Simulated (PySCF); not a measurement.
NbF3, SMILES [F][Nb]([F])[F] (connectivity only; charge and spin as stated), neutral, multiplicity 3.

Coordinates come from a PBE0-D3(BJ)/def2-TZVP optimisation. The spin state was assumed, not searched. The def2 effective core potentials stand for the cores of Nb; spin–orbit coupling is left out.

All values below come from PBE/def2-TZVPD (PySCF).

The molecule is in vacuum.

Question: Estimate the frontier levels, dipole moment and polarisability. (An estimate is asked for; the answer gives what the named calculation found.)

Answer: 
- α spin, highest occupied and lowest empty level: -4.51 and -3.88 eV
- β spin, highest occupied and lowest empty level: -9.90 and -3.49 eV
- dipole moment: 0.99 D
- quadrupole, principal values (traceless, Buckingham form, about the centre of nuclear charge): -4.09, -1.78, 5.87 D·Å
- mean static polarisability: 45.6 bohr³ (6.76 Å³)
- polarisability, principal values: 43.5, 43.7, 49.7 bohr³
- ⟨S²⟩: 2.004 (pure state 2.00)
